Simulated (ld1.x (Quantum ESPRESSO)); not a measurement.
# Before and after: RRKJ potential for Cr (Z = 24)

ld1.x (Quantum ESPRESSO) 7.5 input, shortened:

```
&input
   title='Cr', zed=24., rel=1, dft='REVPBE', iswitch=3,
   config='[Ar] 3d5 4s1 4p0 4f-2'
 /
 &inputp
   pseudotype=2, tm=.false., rho0=0.01, lloc=-1, rcloc=2.70,
   nlcc=.false.
 /
4
4S  1  0   1.00   0.00  2.50  2.50  0.0
4P  2  1   0.00   0.00  4.00  4.00  0.0
3D  3  2   5.00   0.00  1.50  1.50  0.0
4F  4  3  -2.00   0.05  4.15  4.15  0.0
 &test
   configts(1)='3d5 4s1 4p0'
 /
```

Change: functional Wu–Cohen.

Cutoffs: the cutoffs (Ry, on a coarse ladder) from which the occupation-weighted sum of valence levels, in a spherical-Bessel basis at the reference potential, stays within 10 and 1 mRy of its value at 400 Ry; they do not see the model core or the augmentation charge, which bear on the density cutoff. Errors are all-electron minus pseudo energies relative to the spin-unpolarised reference configuration.

**Question.** Predict the effect on cutoff, ghosts and configuration errors.

**Answer.** The potential gets neither clearly harder nor softer (80 Ry and 100 Ry → 80 Ry and 100 Ry); of the 7 tests that both files solve, the error grows in 3 and shrinks in 1 by more than 15 % and 0.3 meV (median size 44.4 → 60.5 meV); neither file shows a bound ghost.

| quantity | base | changed |
| --- | --- | --- |
| cutoff, loose | 80 Ry | 80 Ry |
| cutoff, tight | 100 Ry | 100 Ry |
| bound ghosts | none | none |
| error for 3d5 4s0 4p0, meV [ΔE 6.79 → 6.84 eV] | +25 | -12 |
| error for 3d4 4s0 4p0, meV [ΔE 22.72 → 22.86 eV] | +15 | -80 |
| error for 3d3 4s0 4p0, meV [ΔE 53.37 → 53.59 eV] | -454 | -576 |
| error for 3d4 4s2 4p0, meV [ΔE -0.10 eV] | -76 | -78 |
| error for 3d4 4s1 4p0, meV [ΔE 7.91 → 8.02 eV] | -61 | -60 |
| error for 3d6 4s0 4p0, meV [ΔE 1.71 → 1.72 eV] | -44 | -50 |
| error for 3d5 4s0.5 4p0, meV [ΔE 2.66 → 2.70 eV] | +2.3 | -4.6 |
| s: phases at 4.50 bohr within 0.05 rad from the reference energy up to (Ry; the scan ends near 5) | 0.6 | 0.6 |
| p: phases at 4.50 bohr within 0.05 rad from the reference energy up to (Ry; the scan ends near 5) | 1.1 | 1.1 |
| d: phases at 4.50 bohr within 0.05 rad from the reference energy up to (Ry; the scan ends near 5) | 0.3 | 0.3 |
| f: phases at 4.50 bohr within 0.05 rad from the reference energy up to (Ry; the scan ends near 5) | 2.3 | 2.6 |
